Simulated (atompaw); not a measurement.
## gold PAW (atompaw): all-electron and pseudo phase curves

Au (Z = 79), PAW, made with atompaw 4.2.0.5 (PBE, scalar-relativistic). Core [Xe], reference 4f14 5d10 6s0.5 6p0 (charge +0.5). Waves: 6s (bound): rc 2.40 bohr; 6s channel at 2.1 Ry: rc 2.70 bohr; 6p (bound, empty): rc 2.70 bohr; 6p channel at 0.05 Ry: rc 2.70 bohr; 5d (bound): rc 2.70 bohr; 5d channel at 0.3 Ry: rc 1.90 bohr; 4f (bound): rc 0.45 bohr; 4f channel at -1.85 Ry: rc 0.45 bohr. Local part: ultrasoft scheme with l = 4 at 0 Ry, radius 2.05 bohr. Core correction: smooth core density matched at 1.95 bohr. Augmentation charge: sinc compensation charge, radius 2.50 bohr; PAW radius 2.70 bohr; waves and projectors: custom rrkj gramschmidtortho.

The phase is arctan(r·u′/u) with u = r·R(r), unwrapped; energies in Ry, scanned from -8 to 5 Ry. A pole is an energy at which the radial function vanishes at the test radius. The pseudo phase is shifted by a multiple of π to meet the all-electron one at the reference energy, and phase errors are pseudo minus all-electron; the curves can meet again beyond the range given. Levels narrower than the energy grid can be missing from the lists of poles.

```tsv
channel	radius (bohr)	reference energy (Ry)	poles, all-electron	poles, pseudo	unbroken range about the reference energy with phases within 0.05 rad	phase error 1 Ry above the reference energy (rad)
s	2.71	-0.69	0.90	0.90	the whole range	-0.000
p	2.71	-0.26	-4.68, 2.48	2.18, 3.13	-4.6 to 2.3	-0.001
d	2.71	-0.81	-0.54	-0.54	below 2.0	+0.000
f	2.71	-6.26	-6.26, 3.21	-6.26, 2.94	below 1.2	-0.000
```

A Bessel basis up to 400 Ry misses an occupied level by 1.33 Ry, so cutoffs and ghosts were not judged.

Phases in the p channel:

| E (Ry) | all-electron | pseudo |
| --- | --- | --- |
| -8.00 | 1.433 | -1.706 |
| -7.76 | 1.430 | -1.708 |
| -7.52 | 1.428 | -1.711 |
| -7.28 | 1.425 | -1.713 |
| -7.04 | 1.422 | -1.716 |
| -6.80 | 1.419 | -1.719 |
| -6.56 | 1.415 | -1.722 |
| -6.32 | 1.411 | -1.725 |
| -6.08 | 1.407 | -1.728 |
| -5.84 | 1.403 | -1.732 |
| -5.60 | 1.397 | -1.736 |
| -5.36 | 1.390 | -1.740 |
| -5.12 | 1.379 | -1.745 |
| -4.88 | 1.350 | -1.750 |
| -4.64 | -1.665 | -1.755 |
| -4.40 | -1.740 | -1.761 |
| -4.16 | -1.756 | -1.767 |
| -3.92 | -1.767 | -1.774 |
| -3.68 | -1.776 | -1.782 |
| -3.44 | -1.787 | -1.791 |
| -3.20 | -1.798 | -1.801 |
| -2.96 | -1.810 | -1.812 |
| -2.72 | -1.823 | -1.825 |
| -2.48 | -1.839 | -1.841 |
| -2.24 | -1.858 | -1.859 |
| -2.00 | -1.880 | -1.881 |
| -1.76 | -1.908 | -1.908 |
| -1.52 | -1.943 | -1.943 |
| -1.28 | -1.989 | -1.989 |
| -1.04 | -2.052 | -2.053 |
| -0.80 | -2.145 | -2.145 |
| -0.56 | -2.289 | -2.289 |
| -0.32 | -2.534 | -2.534 |
| -0.08 | -2.956 | -2.956 |
| 0.16 | -3.516 | -3.516 |
| 0.40 | -3.963 | -3.963 |
| 0.64 | -4.226 | -4.227 |
| 0.88 | -4.381 | -4.383 |
| 1.12 | -4.480 | -4.482 |
| 1.36 | -4.548 | -4.552 |
| 1.60 | -4.598 | -4.605 |
| 1.84 | -4.638 | -4.649 |
| 2.08 | -4.669 | -4.692 |
| 2.32 | -4.696 | -4.755 |
| 2.56 | -4.720 | -6.274 |
| 2.80 | -4.741 | -7.786 |
| 3.04 | -4.762 | -7.841 |
| 3.28 | -4.781 | -7.870 |
| 3.52 | -4.801 | -7.893 |
| 3.76 | -4.821 | -7.912 |
| 4.00 | -4.843 | -7.930 |
| 4.24 | -4.867 | -7.949 |
| 4.48 | -4.895 | -7.967 |
| 4.72 | -4.928 | -7.988 |
| 4.96 | -4.969 | -8.010 |
